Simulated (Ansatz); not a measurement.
A calculation with Ansatz (development build ahead of 0.2.0).

```yaml
crystal:
  periodic: [false, false, false]
  atoms:
    - { symbol: Cr, position_ang: [0.0, 0.0, 0.0] }
    - { symbol: O, position_ang: [0.0, 0.0, 7.0] }
basis:
  gaussian: { orbitals: def2-SVP }
magnetization:
  spin_polarized: true
  initial_magnetization: 4
hamiltonian:
  xc: pbe0
scf:
  omitted_lower_state_checks: [starts, atomic_configurations, cluster_reference, orbital_swaps, given_window_search, neighbouring_geometries, increment]
output:
  forces: true
```

The input is written out in the form of the current development build from the run's settings.

Output:

```
Converged                       : yes
Total energy                    : -1118.94105 hartree
Spin squared of the determinant : 7.848
Stability test                  : minimum
```

Forces (eV/Å):
| atom | Fx | Fy | Fz |
| --- | --- | --- | --- |
| Cr1 | 0.000 | 0.000 | 0.030 |
| O2 | 0.000 | 0.000 | -0.030 |

Caution: charge can spread falsely over distant fragments; the unrestricted determinant is a mixture of spin states; no wide search was run, a lower solution can exist.
